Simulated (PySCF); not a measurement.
Al(AsH2)(H)(OH) (AlAsH4O), SMILES [OH][AlH][AsH2]. Atoms are numbered in the order given.

```xyz
7

Al     1.2632     0.3793     0.0632
As    -0.8865    -0.6563    -0.1922
H     -0.5559    -1.0706    -1.6183
H     -1.5086     0.6631    -0.6168
H      2.6254    -0.2726    -0.4216
O      1.2780     1.8753     0.8839
H      2.0473     2.4034     1.1075
```

Geometry: ωB97X-D3(BJ)/def2-SVP. One conformer was computed; it need not be the lowest.

These are B3LYP/def2-TZVPD run with PySCF values and carry that method's errors.

Mulliken values depend strongly on the basis, most of all with diffuse functions as here. ESP charges are fitted to the potential on shells at 1.4 to 2.0 van der Waals radii. Atomic charges (e):

```tsv
atom	IAO	Mulliken	ESP fit
Al1	0.87	0.32	0.80
As2	-0.15	-0.29	-0.21
H3	-0.02	0.10	0.00
H4	-0.01	0.12	0.04
H5	-0.23	-0.12	-0.27
O6	-0.83	-0.43	-0.75
H7	0.37	0.29	0.39
```
